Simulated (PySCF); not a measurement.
## Al⁺: excitation energy

Al⁺ [Ne] 3s2 (1S) → Al⁺ [Ne] 3s1 4s1 (3S), as a difference of total energies. Calculation: PySCF 2.14, in x2c-QZVPPall with one added diffuse shell each of s, p, d, f type (10s7p5d3f1g, 86 functions); scalar relativity by spin-free X2C-1e. Correlated levels: valence: [Ne] frozen; valence and next inner shell: 1s2 frozen. The calculations carry no spin-orbit coupling.

```json
{"method": "UHF", "excitation energy (eV)": "10.261"}
{"method": "LDA", "excitation energy (eV)": "11.195"}
{"method": "PBE", "excitation energy (eV)": "11.050"}
{"method": "PBE0", "excitation energy (eV)": "11.011"}
{"method": "r2SCAN", "excitation energy (eV)": "10.909"}
{"method": "wB97X-V", "excitation energy (eV)": "11.268"}
{"method": "HSE06", "excitation energy (eV)": "11.006"}
{"method": "CAM-B3LYP", "excitation energy (eV)": "11.404"}
{"method": "BHandHLYP", "excitation energy (eV)": "11.275"}
{"method": "MP2 (valence)", "excitation energy (eV)": "10.969"}
{"method": "SCS-MP2 (valence)", "excitation energy (eV)": "11.190"}
{"method": "MP2 (valence and next inner shell)", "excitation energy (eV)": "11.133"}
{"method": "SCS-MP2 (valence and next inner shell)", "excitation energy (eV)": "11.317"}
```

**Question.** How much does correlation contribute at MP2 (valence and next inner shell)?

**Answer.** 11.133 − (10.261) = 0.872 eV, measured against UHF.

Errors of the correlated levels include the incompleteness of this basis and the frozen core.

For comparison: 11.317 eV (measured; NIST levels).
